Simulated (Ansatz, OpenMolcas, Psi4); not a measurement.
# A ladder of methods for AsF3 (arsenic trifluoride)

AsF3: 4 atoms, total charge 0, spin state singlet. As SMILES, `F[As](F)F`. Geometry: relaxed at PBE0-D4/def2-TZVP.

Quantity: the vertical energy of the triplet above the singlet, in eV. The values are calculated.

| level | kind | program | value (eV) | less CCSD(T)/cc-pVDZ | CPU time (all runs) |
| --- | --- | --- | --- | --- | --- |
| BHLYP/cc-pVDZ | global hybrid | OpenMolcas | 6.36 | +0.02 | 43 s |
| PBE0/cc-pVDZ | global hybrid | OpenMolcas | 6.12 | -0.22 | 52 s |
| B2PLYP/cc-pVDZ | double hybrid | Ansatz | 6.32 | -0.02 | 42 s |
| B2PLYP/cc-pVDZ (density fitting for correlation) | double hybrid | Psi4 | 6.32 | -0.02 | 1.7 min |
| RPA@PBE/cc-pVDZ | RPA | Ansatz | 6.10 | -0.24 | 53 s |
| CCSD(T)/cc-pVDZ | coupled cluster or CI | Psi4 | 6.34 | 0.00 | 4.9 min |
| CCSD(T)/cc-pVDZ, open shells restricted | coupled cluster or CI | OpenMolcas | 6.34 | 0.00 | 79 s |
| CCSD/cc-pVDZ | coupled cluster or CI | Ansatz | 6.36 | +0.02 | 46 s |
| FCI/STO-3G | exact in the basis | Ansatz | 7.13 | +0.79 | 26 s |

CCSD(T)/cc-pVDZ is the highest level here, not the true value. All-electron rows without a relativistic Hamiltonian named are non-relativistic. The values span 6.10 to 7.13 eV. A triplet this far above the singlet is often a Rydberg-like or dissociative state; sets without diffuse functions put Rydberg states too high. High-level rows in very small sets aren't better than simpler rows in larger ones. In the correlated wave-function rows the outer d shell of As is correlated, in sets not made for it. Times are those of the runs behind each value, whatever else they computed, on shared processors of several kinds: orders of magnitude only.
